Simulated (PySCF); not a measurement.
## Shifts of the heteroatoms

Geometry:
```
atom   x (Å)   y (Å)   z (Å)
  C1  -2.425   0.170  -1.447
  C2  -1.257  -0.063  -0.857
  C3  -0.958   0.209   0.549
  C4  -2.105   0.559   1.456
  N5   0.189   0.172   1.101
  C6   1.426  -0.171   0.547
 Si7   1.741  -2.046   0.865
  O8   1.652  -0.030  -0.850
  C9   1.851   1.297  -1.267
 H10  -3.264   0.606  -0.931
 H11  -2.582  -0.066  -2.486
 H12  -0.446  -0.488  -1.432
 H13  -2.873  -0.210   1.408
 H14  -1.741   0.645   2.475
 H15  -2.549   1.508   1.158
 H16   2.178   0.426   1.090
 H17   1.534  -2.315   2.288
 H18   3.114  -2.322   0.449
 H19   0.781  -2.785   0.047
 H20   0.968   1.916  -1.071
 H21   2.714   1.741  -0.753
 H22   2.042   1.266  -2.339
```

Computed data (PySCF): σ from GIAO-PBE0/pcSseg-1, coordinates at the GFN2-xTB level. In vacuum, relativity neglected, averaged over atoms made equivalent by symmetry, fast rotation or ring inversion, a single conformation.

Problem. Where does ²⁹Si resonate?

Solution. 
```json
{"atoms": "Si7", "environment": "silicon bonded to C, 3 H", "σ (ppm)": "414.8", "δ (ppm)": "-61.0"}
```

Shieldings were converted by a linear fit to measured shifts: ²⁹Si (scatter 8.9 ppm rms, 25.8 ppm with the 6 outliers that the fit left out vs TMS, solution or neat liquid). A few per cent of atoms miss by over 2 rms, more outside the fitted compound classes.

On a 400 MHz spectrometer ²⁹Si resonates near 79.5 MHz, so 1 ppm is 79.5 Hz.

Problem. Predict the ¹⁵N NMR data.

Solution. 
| atoms | environment | σ (ppm) | δ (ppm) |
| --- | --- | --- | --- |
| N5 | imine nitrogen | -98.2 | -57.5 |

Shieldings were converted by a linear fit to measured shifts: ¹⁵N: δ = -148.07 − 0.921σ (rms 6.3 ppm, 71 shifts vs CH3NO2, solution or neat liquid). Occasional misses reach two or three times the rms, and more in compound classes unlike the fitted ones.

On a 400 MHz spectrometer ¹⁵N resonates near 40.5 MHz, so 1 ppm is 40.5 Hz.

Problem. Predict the ¹⁷O NMR data.

Solution. 
```json
{"atoms": "O8", "environment": "ether oxygen", "σ (ppm)": "274.4", "δ (ppm)": "16.7"}
```

Shieldings were converted by a linear fit to measured shifts: ¹⁷O: δ = 266.70 − 0.911σ (rms 10.7 ppm, 155 shifts, 12.2 ppm with the 3 outliers that the fit left out vs liquid water, solution or neat liquid). A few per cent of atoms miss by over 2 rms, more outside the fitted compound classes.

On a 300 MHz spectrometer ¹⁷O resonates near 40.7 MHz, so 1 ppm is 40.7 Hz.
